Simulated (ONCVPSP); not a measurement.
**Which change was made? (Ne, ONCV)**

neon (Ne), optimised norm-conserving Vanderbilt (ONCV), made with ONCVPSP 4.0.1 (PBE, non-relativistic). Core [He], reference 2s2 2p4.5 (charge +1.5). Waves: 2s: rc 0.45 bohr, ncon 3, nbas 6, qcut 15.7 1/bohr, 2 projectors, debl 1.1 Ha; 2p: rc 1.30 bohr, ncon 4, nbas 8, qcut 10.6 1/bohr, 2 projectors, debl 1.2 Ha. Local part: polynomial inside 0.35 bohr (lpopt 5, dvloc0 3 Ha). Core correction: Teter function, fcfact 2, rcfact 1.75.

In the s channel the program set the typed energies aside and used -2.439, 0.250 Ha. In the p channel the program set the typed energies aside and used -1.585, 0.250 Ha.

Cutoffs, loose and tight: the cutoffs (Ha) at which the residual kinetic energy of the hardest occupied pseudo-wave falls to 1 and 0.1 mHa per electron. They do not see the model core or the augmentation charge, which bear on the density cutoff. Test errors are all-electron minus pseudo excitation energies from the reference, over the configurations 2s2 2p6; 2s2 2p5; 2s2 2p4; 2s2 2p2; variants that change the core or the reference have their own tests.

The base gives: outcome: generated, projector energies reset by the program; cutoff, loose: 524 Ha; cutoff, tight: 964 Ha; bound ghosts: s; GHOST(+) flags above zero: none; largest test error (meV): +1714.

(1) After one change the result is: outcome: generated, projector energies reset by the program; cutoff, loose: 565 Ha; cutoff, tight: 982 Ha; bound ghosts: s; GHOST(+) flags above zero: none; largest test error (meV): +1309. Which change was it?
A. p: qcut 15.7
B. reference 2s2 2p3
C. p: qcut 6

Results:

(1) B. The others give: p: qcut 6 → outcome: generated, projector energies reset by the program; cutoff, loose: 524 Ha; cutoff, tight: 964 Ha; bound ghosts: s; GHOST(+) flags above zero: p; largest test error (meV): +4327 | p: qcut 15.7 → outcome: generated, projector energies reset by the program; cutoff, loose: 524 Ha; cutoff, tight: 964 Ha; bound ghosts: s; GHOST(+) flags above zero: none; largest test error (meV): +901.
